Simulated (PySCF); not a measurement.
Ligands exchanged one at a time, B Br-H. All species are isolated molecules in the gas phase. Strings in code marks are SMILES.

These are PBE-D3(BJ)/def2-TZVP // PBE0-D4/def2-TZVP run with PySCF values and carry that method's errors. Excitations are Tamm–Dancoff values on a coarser integration grid. The basis has no diffuse functions, so Rydberg states are missing or too high.

```json
[
 {"species": "0 of 3 Br replaced by H", "S1–T1 gap (TDA) (eV)": "0.17", "S1 excitation (TDA) (eV)": "4.17", "HOMO–LUMO gap (eV)": "4.09"},
 {"species": "1 of 3 Br replaced by H (`BrBBr`)", "S1–T1 gap (TDA) (eV)": "0.18", "S1 excitation (TDA) (eV)": "4.41", "HOMO–LUMO gap (eV)": "4.33"},
 {"species": "2 of 3 Br replaced by H", "S1–T1 gap (TDA) (eV)": "0.32", "S1 excitation (TDA) (eV)": "4.08", "HOMO–LUMO gap (eV)": "3.97"},
 {"species": "3 of 3 Br replaced by H", "S1–T1 gap (TDA) (eV)": "–", "S1 excitation (TDA) (eV)": "–", "HOMO–LUMO gap (eV)": "5.42"}
]
```
